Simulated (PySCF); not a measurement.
# Excitation energy of C⁺ by level of theory

C⁺ [He] 2s2 2p1 (2P) → C⁺ [He] 2s2 3d1 (2D), as a difference of total energies. Computed with PySCF 2.14 in aug-cc-pwCVTZ, with the non-relativistic Hamiltonian (point nucleus). Correlated levels: valence and next inner shell: nothing frozen. The calculations carry no spin-orbit coupling.

```csv
method,excitation energy (eV),error (eV)
UHF,18.613,+0.572
MP2 (valence and next inner shell),18.538,+0.497
SCS-MP2 (valence and next inner shell),18.498,+0.457
CCSD (valence and next inner shell),18.644,+0.603
CCSD(T) (valence and next inner shell),18.634,+0.593
```

Reference: 18.041 eV (measured; NIST levels, between the centres of gravity of the two terms).

Errors of the correlated levels include the incompleteness of this basis.

The promoted electron is Rydberg-like, and one or two diffuse shells describe it only roughly, which tends to raise the upper state.

The coupled-cluster amplitudes are large for the upper state (T1 above 0.03 or a double amplitude above 0.15), so a single reference is strained.
